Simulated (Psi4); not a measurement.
zinc atom (Zn), singlet. Base run: Psi4 with R2SCAN/cc-pVDZ.

Input for Psi4:
```
memory 2 GB

molecule {
0 1
  Zn    0.00000000    0.00000000    0.00000000
}

set basis cc-pvdz

energy('r2scan')
print_variables()
```

Variants of this job, named by their change:

| change | basis functions | E (Eh) | outcome |
|---|---|---|---|
| base | 43 | -1779.41123 | converged |
| basis = STO-3G | 18 | - | not converged |
| basis = def2-SV(P) | 24 | -1779.10432 | converged |
| basis = 6-31G | 29 | -1779.00256 | converged |
| basis = def2-SVP | 31 | -1779.10432 | converged |
| basis = 6-31G* | 39 | -1779.00329 | converged |
| basis = 6-31G** | 39 | -1779.00329 | converged |
| basis = aug-pcseg-1 | 47 | -1779.17242 | converged |
| basis = def2-TZVP | 48 | -1779.37376 | converged |
| basis = def2-TZVPP | 64 | -1779.37376 | converged |
| basis = cc-pVTZ | 68 | -1779.41316 | converged |
| basis = aug-cc-pVTZ | 93 | -1779.41478 | converged |
| basis = def2-QZVPP | 100 | -1779.41505 | converged |

Totals compare only among sets that treat the same electrons; sets with core potentials leave the core out.
